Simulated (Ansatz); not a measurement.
`[OH][Ga]([SH])[Cl]`, charge 0, multiplicity 1.

Q: Give a relaxed structure at PBE0-D4/def2-TZVP (the Gaussian-basis code of Ansatz). (Estimate.)

A: Computed: 
Z-matrix (Å, degrees):
```
Ga
S 1 2.174
Cl 1 2.139 2 121.6
O 1 1.770 2 119.7 3 180.0
H 2 1.344 1 92.1 3 -0.0
H 4 0.960 1 113.2 2 180.0
```
Point group Cs.
